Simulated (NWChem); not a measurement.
System: GeSiH4O, singlet; SMILES [OH][Ge][SiH3]

Input file for NWChem:

```
start job
memory heap 200 mb stack 700 mb global 900 mb
geometry units angstroms noautosym nocenter noautoz
  Ge     0.352572     0.674573    -0.460645
  O     -1.192348     1.292543     0.196891
  H     -1.808582     0.632483     0.537492
  Si    -0.166235    -1.760264    -0.112454
  H      0.972734    -2.535647     0.479445
  H     -0.495869    -2.399041    -1.431615
  H     -1.364204    -1.949027     0.778824
end
basis spherical
  * library def2-svp
end
dft
  xc hfexch
  iterations 150
end
property
  efieldgrad
end
task dft property
```

Low-valent species are run as closed-shell singlets; no triplet was tried in these runs. The geometry was optimised at PBE0/def2-SVP.

Vzz is the largest principal value of the second derivative of the potential at the nucleus (NWChem prints the opposite sign); η is the asymmetry. Non-relativistic.

Atoms are numbered as in the input.

### Question
Predict the main results of this run. (Hartree-Fock/def2-SVP.) Quantities: Vzz Ge1 (a.u.); η Ge1; Vzz O2 (a.u.); η O2.

### Answer
| Property | Result |
|---|---|
| Vzz Ge1 (a.u.) | 3.694 |
| η Ge1 | 0.81 |
| Vzz O2 (a.u.) | 1.367 |
| η O2 | 0.16 |
